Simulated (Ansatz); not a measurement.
Reaction (formal exchange of groups at a B–O bond): `[SiH3]OB(O[SiH3])O[SiH3]` + CH₄ → `CB(O[SiH3])O[SiH3]` + `O[SiH3]`

Computed with Ansatz on PBE0-D4/def2-TZVP structures; ΔE is electronic, products minus reactants. CCSD(T)/CBS adds triple-zeta CCSD(T) − MP2 to the extrapolated MP2 energy (def2 sets, frozen cores). This one scheme is used for every species. DFT in def2-TZVPP. One conformer a species, not always the lowest.

CCSD(T)/CBS gives +141.5 kJ/mol.

Question: Another level gave +146.6 kJ/mol. Which?
A. CCSD/def2-TZVPP
B. r2SCAN/def2-TZVPP
C. HF/def2-TZVPP
D. PBE0/def2-TZVPP

Answer: A. CCSD/def2-TZVPP 146.6, PBE0 135.5, r2SCAN 142.3, HF/def2-TZVPP 158.5 kJ/mol.

Largest T1 diagnostic among the species: 0.012.

From PBE to PBE0 (25 % exact exchange), in def2-TZVPP and without D4, ΔE moves by +4.4 kJ/mol. In def2-TZVPP, CCSD(T) changes the Hartree–Fock value by −13.0 kJ/mol (the triples alone add −1.1 kJ/mol) and MP2 by −13.8 kJ/mol.
